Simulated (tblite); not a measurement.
Compound: C₆H₉Cl.
Atom-mapped SMILES: `[CH2:1]=[C:2]([Cl:3])/[C:4]([CH3:5])=[CH:6]/[CH3:7]` (hydrogens: H8, H9 on C1; H10, H11, H12 on C5; H13 on C6; H14, H15, H16 on C7)

Computed with GFN2-xTB (tblite), gas phase: nudged elastic band of 9 images (0 to 8), spring 0.2 eV/Å², climbing image at the end, force threshold 0.05 eV/Å. The top image wasn't refined or checked by frequencies; at this threshold it can lie a kcal/mol or more above the true saddle point of the method.

The band describes a rotation about C2–C4 (vinylic C–Cl carbon, fully substituted alkene carbon), followed by the dihedral Cl3–C2–C4–C5, from the optimised start (166°) to a second optimised geometry at -38°.

Problem. Give the energy profile along the converged band.

Solution. 
```tsv
image	dihedral (°)	E (kcal/mol)	C2–C4 (Å)	Cl3···C5 (Å)	largest true force (eV/Å)
0	166	0.00	1.461	4.09	0.01
1	-174	0.31	1.461	4.10	0.03
2	-156	0.88	1.464	4.06	0.03
3	-137	1.42	1.469	3.95	0.04
4	-117	2.19	1.475	3.78	0.05
5	-97	2.72	1.478	3.58	0.05
6	-77	2.42	1.476	3.36	0.05
7	-56	1.48	1.471	3.15	0.04
8	-38	0.77	1.465	3.06	0.01
```

Barriers of this band. The top is image 5 at -97°: 2.72 kcal/mol forward and 1.95 kcal/mol back; the end lies 0.77 kcal/mol above the start. The central bond is 0.017 Å longer at the top than at the start.

Problem. What rate follows at 298 K for crossing this barrier forward?

Solution. Taking the electronic barrier for the free energy of activation (no zero-point or entropy terms, transmission 1), rate = (kT/h)·exp(−ΔE/kT) ≈ 6 × 10^10 s⁻¹, whose inverse is 2 × 10^-11 s. An error of 1 kcal/mol in the barrier changes this by a factor of 5, and the method and the loose band can each miss by that much or more.

Problem. How would the two end points share their population at 298 K, from these energies alone?

Solution. exp(−ΔE/kT) with ΔE = 0.033 eV gives 0.28 for the higher one (end) against 1 for the lower, without vibrational, rotational or degeneracy terms. GFN2-xTB can put conformers this close in the wrong order.

The cost below is that of the whole band run. Time: 12 s wall; peak memory 0.18 GiB. Hardware: one thread of an Intel Xeon at 2.50 GHz, on a shared host.
